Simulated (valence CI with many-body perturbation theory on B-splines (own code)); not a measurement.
Re42+: fill in the table

Computed by relativistic CI+MBPT: five valence electrons over a frozen Dirac-Fock core [Ar] 3d10, radial functions for each j: 11 s, 11 p, 10 d, 8 f, 5 g, 2 h, with the one-electron correlation potential Σ1 (screened to all orders), the two-electron term Σ2, the three-electron term Σ3, Breit, model QED; selected single and double excitations, second order for the rest, scaled by the run's own slope (own B-spline code, finite nucleus).

No measured spectrum was set against this ion. As an estimate, large intervals hold to a few tenths of a per cent, small ones and those within an open d or f shell to about a per cent. Among the levels kept, up to 2100 cm⁻¹ of a level comes from second order outside the variational space, and about a tenth of that is noise between levels of different J, which matters for small intervals.

```csv
Level,E (cm⁻¹)
(4s^2 4p1/2^2 4p3/2) J=3/2,0
(4s^2 4p1/2 4p3/2^2) J=3/2,775160
(4s^2 4p1/2 4p3/2^2) J=5/2,?
(4s^2 4p1/2 4p3/2^2) J=1/2,?
(4s^2 4p1/2^2 4d3/2) J=3/2,?
(4s^2 4p1/2^2 4d5/2) J=5/2,?
(4s 4p1/2^2 4p3/2^2) J=5/2,1610700
(4s^2 4p3/2^3) J=3/2,1659800
(4s 4p1/2^2 4p3/2^2) J=1/2,1710400
(4s 4p1/2^2 4p3/2^2) J=3/2,1727000
(4s^2 4p1/2 4p3/2 4d3/2) J=5/2 [a],2040600
(4s^2 4p1/2 4p3/2 4d3/2) J=3/2 [a],2043200
(4s^2 4p1/2 4p3/2 4d3/2) J=1/2 [a],2045600
(4s^2 4p1/2 4p3/2 4d3/2) J=7/2,2085700
(4s^2 4p1/2 4p3/2 4d3/2) J=5/2 [b],2204800
(4s^2 4p1/2 4p3/2 4d5/2) J=7/2 [a],?
(4s^2 4p1/2 4p3/2 4d3/2) J=3/2 [b],2215300
(4s^2 4p1/2 4p3/2 4d3/2) J=1/2 [b],2222600
(4s^2 4p1/2 4p3/2 4d5/2) J=3/2 [a],2231300
(4s^2 4p1/2 4p3/2 4d5/2) J=5/2 [a],?
```

Levels are named by their leading jj configuration (3d3/2^4 stands for four electrons in 3d with j = 3/2), which in mixed levels can hold well under half, so a name can repeat and another be missing. Letters in brackets count levels of one name in rising energy.

The levels stand in rising order. What does the calculation give for the missing energies?

(4s^2 4p1/2 4p3/2^2) J=5/2 820050; (4s^2 4p1/2 4p3/2^2) J=1/2 876570; (4s^2 4p1/2^2 4d3/2) J=3/2 1269800; (4s^2 4p1/2^2 4d5/2) J=5/2 1476100; (4s^2 4p1/2 4p3/2 4d5/2) J=7/2 [a] 2215300; (4s^2 4p1/2 4p3/2 4d5/2) J=5/2 [a] 2259400.
